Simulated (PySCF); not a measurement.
A structure optimised at PBE-D3(BJ)/def2-SVP, used in a PySCF frequency run:

```
C
H 1 1.1097
C 1 1.5207 2 110.42
H 3 1.1083 1 111.08 2 59.44
H 3 1.1093 4 108.30 1 -122.22
H 3 1.1116 4 107.92 5 -116.97
C 1 1.5277 2 110.01 3 -126.38
H 7 1.1089 1 112.19 2 -54.93
H 7 1.1103 8 108.31 1 123.17
H 7 1.1103 8 107.70 9 115.84
Se 1 2.0088 2 104.74 3 120.51
S 11 2.2231 1 101.00 2 -62.77
H 12 1.3689 11 98.16 1 87.14
```

**Question.** Write its SMILES and formula.

**Answer.** CC(C)[Se]S, C3H8SSe

**Question.** What are its rotational constants (standard atomic weights)?

**Answer.** 3.9728, 1.6779, 1.2726 GHz
